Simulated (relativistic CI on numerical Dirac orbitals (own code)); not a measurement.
Computed by Dirac-Coulomb-Breit CI, orbitals from a KLI potential per configuration, a model potential for QED, unscaled Slater integrals (own radial code, finite nucleus).

The strongest absorption lines from the ground level of an ion, among the configurations computed and to levels below about 933 eV (vacuum wavelength in nm, gf): 1.3947 (0.47), 1.4085 (0.63), 1.4198 (0.48), 1.7363 (3.7), 1.7374 (2.5), 1.7446 (0.91), 1.7614 (1.2), 1.7798 (0.57).

(1) Which ion is it?
A. Cr XVI
B. Cr XIV
C. Ca XII
D. Ti XIV

Answers

(1) A. Cr XVI has 9 electrons and the ground level 2s²2p⁵ ²P°3/2; the strongest line goes to 2s²2p⁴3d ²D5/2. The pattern of lines fixes the number of electrons, and along that sequence the line energies rise steadily with the charge (about as its square where n changes within one kind of shell, about linearly where n is kept but much faster in heavy ions where fine structure, which grows about as Z⁴, sets the gap, and irregularly where shells cross), which fixes Z. Configurations outside the model, such as inner-shell arrays, can give stronger lines. At this charge energies of transitions that change n are usually good to better than 1 %, and those within a shell (Δn = 0) to a few per cent.

LS names give the leading component of a level, which can be under half, so a name can repeat, a term be missing and a line seem to break the LS rules.
